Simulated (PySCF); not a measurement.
# Two-dimensional NMR puzzle

Compound of formula C₇H₁₃ClSi. Correlations simulated from computed shifts and the bond graph:

HSQC (one-bond C–H):
```
  δH     δC
5.93  121.1
3.22   32.8
2.23   41.2
1.96   33.7
1.93   41.2
1.87   33.8
1.73   32.8
1.38   33.7
1.22   33.8
0.88   28.3
```

COSY cross peaks (H two or three bonds apart, from the bond graph; peaks can be absent where the dihedral angle is near 90°):
```
  δH    δH
3.73  0.88
3.22  1.96
3.22  1.73
3.22  1.38
2.23  1.93
2.23  0.88
1.96  1.87
1.96  1.73
1.96  1.38
1.96  1.22
1.93  0.88
1.87  1.38
1.87  1.22
1.87  0.88
1.73  1.38
1.38  1.22
1.22  0.88
```

HMBC (two and three bonds, from the bond graph):
```
  δH                              δC
5.93               151.3, 41.2, 32.8
3.73                41.2, 33.8, 28.3
3.22  151.3, 121.1, 41.2, 33.8, 33.7
2.23  151.3, 121.1, 33.8, 32.8, 28.3
1.96         151.3, 33.8, 32.8, 28.3
1.93  151.3, 121.1, 33.8, 32.8, 28.3
1.87          41.2, 33.7, 32.8, 28.3
1.73  151.3, 121.1, 41.2, 33.8, 33.7
1.38         151.3, 33.8, 32.8, 28.3
1.22          41.2, 33.7, 32.8, 28.3
0.88         151.3, 41.2, 33.8, 33.7
```

Carbons without hydrogens: δ 151.3.

[PySCF 2.14.0 with density-fitted response routines: GIAO PBE0/pcSseg-1 shieldings; geometry from GFN2-xTB; in vacuum; rapidly exchanging positions averaged; relativity neglected; one conformer]

Chemical shifts δ = σref − σ; TMS for 1H (σref 31.72), 13C (σref 186.93), all at this level.

Exchangeable hydrogens are left out of these lists.

Q: Assemble the structure.

A: SMILES [SiH3][C@@H]1CCC/C(=C\Cl)C1.

Numbering as in the mapped SMILES `[SiH3:1][C@@H:2]1[CH2:3][CH2:4][CH2:5]/[C:6](=[CH:7]\[Cl:8])[CH2:9]1`. Hydrogens are named by the atom that carries them. Ha(C3), Ha(C4), Ha(C5), Ha(C9) are cis to Si1 on the ring; Hb(C3), Hb(C4), Hb(C5), Hb(C9) are trans to Si1 on the ring.

δC 151.3 is C6, a fully substituted alkene carbon. δC 121.1 is C7, an alkene CH (δH 5.93). δC 41.2 is C9, an allylic sp3 CH2 (δH 1.93, 2.23). δC 33.8 is C3, an sp3 CH2 in a ring (δH 1.87, 1.22). δC 33.7 is C4, an sp3 CH2 in a ring (δH 1.96, 1.38). δC 32.8 is C5, an allylic sp3 CH2 (δH 1.73, 3.22). δC 28.3 is C2, an sp3 CH bonded to Si (δH 0.88). HMBC from δH 5.93 reaches the proton-free carbon C6. HMBC from δH 3.22 reaches the proton-free carbon C6. HMBC from δH 2.23 reaches the proton-free carbon C6. HMBC from δH 1.96 reaches the proton-free carbon C6. COSY links 3.73–0.88, 3.22–1.96, 3.22–1.73, 3.22–1.38, 2.23–1.93, 2.23–0.88.

The shifts were computed for this structure.

Carbons that carry Cl, above all several Cl atoms, come out too deshielded, partly because spin–orbit coupling is missing. Shifts are as computed. Against solution values, carbons near 30 ppm lie about +3 ppm off and those near 130 ppm about +5 ppm; carbons on Cl a further +6 ppm. Of 1211 compounds with measured shifts, 218 miss one by over three times the rms of a fit or turn the order of signals round; such compounds aren't used in these exercises.
